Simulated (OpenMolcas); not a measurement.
## Co5+, Rh5+, Ir5+: d⁴ down the group

```yaml
Program: OpenMolcas
Method: SS-CASPT2, IPEA 0.25 Eh, imaginary shift 0.1 Eh
Basis: ANO-RCC-VTZP
Scalar_Hamiltonian: DKH2, point nucleus
Spin-orbit_coupling: state interaction with AMFI integrals over the reference wave functions, term energies averaged over their components
```

Active space for each ion: 4 electrons in 10 orbitals (d d); closed shells correlated by CASPT2: Co5+ 3s 3p; Rh5+ 4s 4p; Ir5+ 5s 5p.

Computed levels in cm-1 above ⁵D₀:

```
                               Level   Co5+   Rh5+   Ir5+
                                 ⁵D₁    222    683   6080
                                 ⁵D₂    646   1779  11000
                                 ⁵D₃   1246   3100  14610
                                 ⁵D₄   1995   4570  16670
                                 ³H₄  29710  20110  25180
                              ³P₁(1)  29900  21620  30880
                                 ³H₅  30220  21770  31340
                                 ³H₆  30770  23060  34150
                              ³F₂(1)  32120  23250  29880
weight of ⁵D in the lowest level (%)    100     96     59
```

Mixed levels, with the weight of the term that names them: Ir5+ ⁵D₀ (59 %), Ir5+ ⁵D₄ (59 %), Ir5+ ³H₄ (54 %), Ir5+ ³P₁(1) (73 %), Ir5+ ³H₆ (71 %), Ir5+ ³F₂(1) (62 %).

Measured, with the error of the calculation in %. Measured levels: Co5+ from Sugar and Corliss, J. Phys. Chem. Ref. Data 10, 1097 (1981).

```csv
Level,Co5+
⁵D₁,204 (+8.6)
⁵D₂,589 (+9.7)
⁵D₃,1125 (+10.8)
⁵D₄,1782 (+12.0)
³H₄,28377 (+4.7)
³P₁(1),28462 (+5.0)
³H₅,28806 (+4.9)
³H₆,29234 (+5.3)
³F₂(1),30555 (+5.1)
```

The fine-structure level ⁵D₄ changes by a factor of 8.36 from Co5+ to Ir5+.

Without spin-orbit coupling ³H lies 29150, 19250, 17410 cm-1 above ⁵D in that order; the difference to the level ³H₄, of either sign, comes from spin-orbit coupling, which also lowers the zero.

CASPT2 breaks the degeneracy within a term, and the mean is taken; among the terms shown or strongly mixed into the levels shown the widest spread is 180 cm-1 (5d⁴ ¹I, Ir5+). Active for correlation alone: 4d; no level in the range computed is led by a configuration that fills it, so any true level of that kind is missing (holds for Co5+). Active for correlation alone: 5d; no level in the range computed is led by a configuration that fills it, so any true level of that kind is missing (holds for Rh5+). Active for correlation alone: 6d; no level in the range computed is led by a configuration that fills it, so any true level of that kind is missing (holds for Ir5+). Computed and measured levels are paired by configuration, term and J; levels that our copy of the source lacks, or whose pairing is in doubt (as where it misses far off the trend of its configuration), stay unpaired and out of the deviations. Levels of configurations outside the active space are missing.

A number in round brackets counts repeated terms of one configuration in the order of the reference energies.
